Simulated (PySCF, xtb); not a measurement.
C₆H₈, SMILES C#CC1(C)CC1.

xtb 6.7.1 with GFN2-xTB at its own geometry gives an orbital gap of 6.24 eV and a dipole moment of 0.67 D.

The structure is a stationary point at ωB97X-D3(BJ)/def2-SVP.

Task: What does PBE/def2-TZVP (PySCF) give? (Estimate from the structure and the level; the computed values follow.)

Result: gap 6.08 eV (levels -5.97 and 0.11 eV), dipole 0.91 D.
